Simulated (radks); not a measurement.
The antimony anion Sb3-, [Xe], held by a Watson sphere: a shell of charge +3 at radius R that stands for the Madelung well of a crystal (potential energy -3/R inside, -3/r outside, in hartree with lengths in bohr). All-electron calculation, scalar-relativistic Kohn-Sham, r2SCAN, spin-polarised, spherical densities, finite nucleus; meta-GGA in the generalised Kohn-Sham scheme; Fermi nuclear charge, rms radius of each element as measured or else 0.836 A^(1/3) + 0.57 fm. Program: a radial shooting solver on a logarithmic mesh with Libxc functionals.

R (bohr)  e(4d) (eV)  e(5s) (eV)  e(5p) (eV)  <r> 5p (bohr)  sum of <r^2> (bohr^2)  X-ray form factor at sin(theta)/lambda = 0.3 1/angstrom
2.61         -33.776     -15.264      -7.216          2.785                  86.22                                                   35.212
2.8          -33.266     -14.681      -6.910          2.859                  89.51                                                   35.249
3.44         -32.225     -13.028      -5.861          3.110                  101.1                                                   35.362
3.53         -32.125     -12.833      -5.719          3.145                  102.8                                                   35.373
4.08         -31.636     -11.813      -4.907          3.352                  113.2                                                   35.422
4.79         -31.180     -10.867      -4.028          3.609                  127.3                                                   35.444
